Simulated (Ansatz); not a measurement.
Reaction (ligand exchange at the Si–O bond): `[SiH3]O[SiH](Cl)O[SiH3]` + NH₃ → `N[SiH](Cl)O[SiH3]` + silanol

Calculated with Ansatz (gas phase, PBE0-D4/def2-TZVP geometries, no zero-point term in ΔE). CCSD(T)/CBS is the MP2 limit (def2-TZVPP, def2-QZVPP) plus CCSD(T) − MP2 in def2-TZVPP, frozen cores. This one scheme is used for every species. DFT in def2-TZVPP. One conformer a species, not always the lowest.

`[SiH3]O[SiH](Cl)O[SiH3]`:

Z-matrix (Å, degrees):
```
Si
O 1 1.644
H 1 1.482 2 107.5
H 1 1.485 2 109.8 3 119.5
H 1 1.484 2 109.9 3 -119.8
Si 2 1.613 1 145.9 3 -176.1
O 6 1.613 2 111.3 1 79.9
Cl 6 2.054 2 108.7 1 -39.8
H 6 1.467 2 109.4 1 -158.9
Si 7 1.644 6 145.3 2 -87.7
H 10 1.483 7 109.9 6 -70.6
H 10 1.485 7 109.9 6 50.1
H 10 1.482 7 107.5 6 169.7
```

NH₃:

```xyz
4

N     0.144    0.184    0.158
H    -0.078   -0.661    0.671
H    -0.733    0.572   -0.167
H     0.667   -0.095   -0.662
```

`N[SiH](Cl)O[SiH3]`:

Cartesian coordinates in Å:
```
N 0.082 -1.865 -1.259
Si -0.749 -0.656 -0.417
Cl -1.451 0.891 -1.603
O 0.266 0.014 0.653
Si 0.701 1.456 1.310
H 0.996 -1.690 -1.645
H -0.428 -2.541 -1.805
H -1.942 -1.245 0.219
H 1.588 1.165 2.462
H 1.433 2.273 0.309
H -0.497 2.198 1.775
```

`O[SiH3]`:

Cartesian coordinates in Å:
```
O 0.310 0.828 -0.928
Si -0.177 -0.111 0.335
H 0.875 0.429 -1.590
H -0.964 -1.288 -0.126
H -1.024 0.758 1.184
H 0.980 -0.616 1.124
```

CCSD(T)/CBS gives +0.70 eV.

**Question.** Another level gave +0.65 eV. Which?
A. PBE/def2-TZVPP
B. r2SCAN/def2-TZVPP
C. CCSD/def2-TZVPP
D. HF/def2-TZVPP

**Answer.** B. r2SCAN 0.65, PBE 0.57, CCSD/def2-TZVPP 0.71, HF/def2-TZVPP 0.75 eV.

Largest T1 diagnostic among the species: 0.011.

The D4 term adds +0.07 eV with B3LYP and +0.05 eV with PBE0; it sums over pairs of atoms, weighted by their polarisabilities, and B3LYP, whose exchange is more repulsive, gets the larger term. In def2-TZVPP, CCSD(T) changes the Hartree–Fock value by −0.05 eV (the triples alone add −0.01 eV) and MP2 by −0.06 eV.

B3LYP here is the variant with VWN-RPA as its local correlation; programs differ in this.
